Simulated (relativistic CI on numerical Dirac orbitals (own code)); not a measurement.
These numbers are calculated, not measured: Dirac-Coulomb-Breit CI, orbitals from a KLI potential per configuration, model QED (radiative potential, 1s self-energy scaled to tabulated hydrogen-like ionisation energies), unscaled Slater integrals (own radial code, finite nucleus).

The strongest absorption lines from the ground level of an ion, among the configurations computed and to levels below about 736 eV (vacuum wavelength in Å, gf): 31.514 (0.11), 31.550 (0.71), 31.917 (0.67), 31.944 (1.2), 34.479 (0.047), 39.428 (0.21), 47.071 (0.67), 47.654 (0.34).

Problem. Which ion is it?
A. Eu XLVII
B. Lu LV
C. Cs XXXIX
D. Eu XLV

Solution. A. Eu XLVII has 17 electrons and the ground level 3s²3p⁵ ²P°3/2; the strongest line goes to 3s²3p⁴3d ²D5/2. The pattern of lines fixes the number of electrons, and along that sequence the line energies rise steadily with the charge (about as its square where n changes within one kind of shell, about linearly where n is kept but much faster in heavy ions where fine structure, which grows about as Z⁴, sets the gap, and irregularly where shells cross), which fixes Z. Configurations outside the model, such as inner-shell arrays, can give stronger lines. At this charge energies of transitions that change n are usually good to better than 1 %, and those within a shell (Δn = 0) to a few per cent.

LS names give the leading component of a level, which can be under half, so a name can repeat, a term be missing and a line seem to break the LS rules.
